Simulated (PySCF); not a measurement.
## Basis and Hamiltonian dependence of the excitation energy of Ag

Ag [Kr] 4d10 5s1 (2S) → Ag [Kr] 4d10 5d1 (2D). Calculated with PySCF 2.14 from differences of total energies of unrestricted determinants, without spin-orbit coupling. Values in eV.

```
                                                                               basis    Hamiltonian  functions    UHF    PBE   PBE0  MP2 (valence)
                                                        aug-cc-pVTZ-PP with ECP28MDF            ECP         88  5.969  6.820  6.651          7.002
aug-cc-pVTZ-PP with one added diffuse shell each of s, p, d, f, g type with ECP28MDF            ECP        113  4.983  6.148  5.912          6.077
                                                      aug-cc-pwCVTZ-PP with ECP28MDF            ECP        122  5.960  6.811  6.642          7.001
                x2c-QZVPPall with one added diffuse shell each of s, p, d, f, g type  spin-free X2C        143  4.999  6.058  5.849          6.090
```

Frozen in the all-electron rows: valence: [Kr]; with a core potential, the same shells as far as they lie outside it.

At MP2 (valence), aug-cc-pVTZ-PP with ECP28MDF, aug-cc-pVTZ-PP with one added diffuse shell each of s, p, d, f, g type with ECP28MDF, aug-cc-pwCVTZ-PP with ECP28MDF, x2c-QZVPPall with one added diffuse shell each of s, p, d, f, g type lie more than 0.3 eV from the median of the rows with comparable relativity.

Reference for a calculation without spin-orbit coupling: 6.045 eV (measured, between term centres; NIST).
